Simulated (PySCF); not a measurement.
Job file and geometry (Å, from GFN2-xTB) of an NMR shielding run on SMILES BN1C=CCC1, C$_{4}$H$_{8}$BN, PySCF 2.14.0, density-fitted response routines, GIAO PBE0/pcSseg-1 NMR shielding, non-relativistic, gas phase; density fitting, a coarse starting grid and PySCF grid level 2 are the driver's defaults:

```
$ OMP_NUM_THREADS=1 python probes_run.py task.json out

{"job": {"kind": "nmr", "xc": "PBE0", "basis": "pcSseg-1"}, "charge": 0, "multiplicity": 1}
B      2.154799     0.363103     0.068647
N      0.779781     0.215852    -0.010355
C     -0.133371     1.157228    -0.469362
C     -1.393029     0.739420    -0.429134
C     -1.458001    -0.658942     0.112745
C      0.024709    -0.977023     0.383936
H      2.796138    -0.527475     0.479832
H      2.639049     1.372091    -0.276185
H      0.238334     2.107874    -0.805936
H     -2.264069     1.288772    -0.729732
H     -2.061088    -0.706996     1.022206
H     -1.900035    -1.347331    -0.611065
H      0.368885    -1.835810    -0.197669
H      0.207220    -1.191236     1.439906
```

Q: Write the output of this run.

A: 
```
coarse grid: 11456 points
cycle   1  E = -236.4621952017  dE =  8.186e-01  |g| = 3.049e-01  |ddm| = 3.263e+00
cycle   2  E = -236.4702855329  dE = -8.090e-03  |g| = 2.723e-01  |ddm| = 5.508e-01
cycle   3  E = -236.4884783760  dE = -1.819e-02  |g| = 7.731e-02  |ddm| = 2.664e-01
cycle   4  E = -236.4898725342  dE = -1.394e-03  |g| = 2.594e-02  |ddm| = 9.060e-02
cycle   5  E = -236.4900452660  dE = -1.727e-04  |g| = 8.748e-03  |ddm| = 2.953e-02
cycle   6  E = -236.4900613710  dE = -1.611e-05  |g| = 2.771e-03  |ddm| = 8.068e-03
cycle   7  E = -236.4900629824  dE = -1.611e-06  |g| = 5.128e-04  |ddm| = 1.835e-03
final grid: 110008 points
cycle   8  E = -236.5239660483  dE = -3.326e-05  |g| = 6.928e-03  |ddm| = 2.613e-02
cycle   9  E = -236.5239607086  dE =  5.340e-06  |g| = 8.515e-03  |ddm| = 1.349e-02
cycle  10  E = -236.5239786748  dE = -1.797e-05  |g| = 1.236e-03  |ddm| = 7.514e-03
cycle  11  E = -236.5239790168  dE = -3.420e-07  |g| = 2.764e-04  |ddm| = 9.412e-04
cycle  12  E = -236.5239790300  dE = -1.328e-08  |g| = 9.015e-05  |ddm| = 2.295e-04
cycle  13  E = -236.5239790320  dE = -1.972e-09  |g| = 3.459e-05  |ddm| = 1.156e-04
cycle  14  E = -236.5239790323  dE = -2.971e-10  |g| = 8.643e-06  |ddm| = 3.271e-05
converged SCF energy = -236.5239790323

GIAO shielding tensors (ppm)
atom      isotropic    diamagn.    paramagn.     s11        s22        s33       span
  0 B       65.308     196.148    -130.841     34.091     41.963    119.868     85.777
  1 N       75.807     324.327    -248.520    -49.875    117.619    159.676    209.552
  2 C       39.007     249.244    -210.237    -60.050     69.792    107.277    167.327
  3 C       69.812     256.543    -186.731    -27.576     95.285    141.728    169.304
  4 C      152.062     248.851     -96.789    128.635    157.668    169.883     41.248
  5 C      134.674     244.665    -109.991     97.822    133.224    172.976     75.155
  6 H       26.850      30.839      -3.989     24.649     26.530     29.370      4.720
  7 H       26.767      30.935      -4.168     24.555     26.717     29.028      4.473
  8 H       25.218      30.943      -5.726     23.862     24.148     27.643      3.781
  9 H       26.404      31.107      -4.703     25.005     26.351     27.857      2.851
 10 H       28.812      29.301      -0.489     24.625     26.916     34.895     10.270
 11 H       28.811      29.296      -0.485     24.621     26.915     34.897     10.276
 12 H       27.639      29.838      -2.200     22.965     27.537     32.414      9.449
 13 H       27.640      29.846      -2.207     22.954     27.542     32.423      9.468
```

Size and cost of the density-fitted run: 142 basis functions, 22 s wall time on 1 thread of an x86-64 server CPU, shared host.
